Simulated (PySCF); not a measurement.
Stepwise substitution at one centre (B OH-I). All species are isolated molecules in the gas phase. One relaxed conformer stands for each flexible species; it need not be the lowest. Strings in code marks are SMILES.

Computed with ωB97X-D3(BJ)/def2-TZVP // PBE0-D3(BJ)/def2-TZVP (PySCF). All candidates: neutral, multiplicity 1. Delta-SCF ions had no search for a lower state. Excitations are Tamm–Dancoff values on a coarser integration grid. The basis has no diffuse functions, so Rydberg states are missing or too high.

```json
{
 "T1 excitation (TDA)": "3.91 eV",
 "vertical ionisation energy (Delta-SCF)": "9.67 eV",
 "HOMO–LUMO gap": "9.10 eV"
}
```

### Question
Identify which member has these values.
(A) `OB(I)I` (H–O–B–I torsion 0°)
(B) `IB(I)I`
(C) `OB(O)I` (H–O–B–I torsion 180°, I–B–O–H torsion -180°)
(D) `OB(O)O`

### Answer
B, `IB(I)I`. The others give `OB(I)I` (H–O–B–I torsion 0°): 5.36 eV, 9.78 eV, 10.74 eV; `OB(O)O`: 7.89 eV, 12.12 eV, 13.77 eV; `OB(O)I` (H–O–B–I torsion 180°, I–B–O–H torsion -180°): 6.04 eV, 9.77 eV, 11.20 eV
